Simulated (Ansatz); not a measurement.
Worked example: SnH3(CN) + C2H5Mg → SnH2(CN) + C2H6Mg

Gas-phase species: SnH3(CN), singlet; C2H5Mg `C[CH2][Mg]`, doublet; SnH2(CN), doublet; C2H6Mg `C[CH2][MgH]`, singlet. A radical takes H: the energy is the difference in strength between the Sn–H bond broken and the Mg–H bond made.

Shapes, held fixed at every level: PBE0-D4/def2-TZVP. Programs: Ansatz 0.2.0. The zero-point and thermal change to 298 K, harmonic and unscaled (PBE0-D4/def2-TZVP), is -5.7 kJ/mol.

At CCSD(T)/def2-TZVPP; 1 Eh = 2625.50 kJ/mol:

| species | energy (Eh) |
| --- | --- |
| SnH3(CN) | -308.129972 |
| C2H5Mg | -278.841500 |
| SnH2(CN) | -307.502532 |
| C2H6Mg | -279.453920 |

Question: Work out ΔH(298 K) of the reaction at this level.

Answer: 
1. Products less reactants: (-307.502532) + (-279.453920) − [(-308.129972) + (-278.841500)] = 0.015020 Eh = +39.4 kJ/mol.
2. With the thermal change: +39.4 + (-5.7) = +33.7 kJ/mol.

Other levels give +29.5 (B2PLYP/def2-TZVPP) to +43.9 kJ/mol (SPW92/def2-TZVPP). No measured value is set beside it here. Open shells run unrestricted. For atoms past krypton def2 sets carry core potentials with scalar relativity. Outer-core shells of Mg, Sn are correlated, in sets that cover them unevenly.
